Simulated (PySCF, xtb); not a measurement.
Bi(H)(OH)2 (BiH₃O₂), SMILES [OH][BiH][OH].

GFN2-xTB (xtb) at its own geometry gives an orbital gap of 6.77 eV and a dipole moment of 2.18 D.

The structure is a stationary point at PBE-D3(BJ)/def2-TZVP. The def2 effective core potentials stand for the cores of Bi; spin–orbit coupling is left out. The values are those of a single conformer.

Task: What does HF/def2-TZVPD run with PySCF give? (Estimate from the structure and the level; the computed values follow.)

Result: gap 12.15 eV (levels -10.89 and 1.26 eV), dipole 2.88 D.
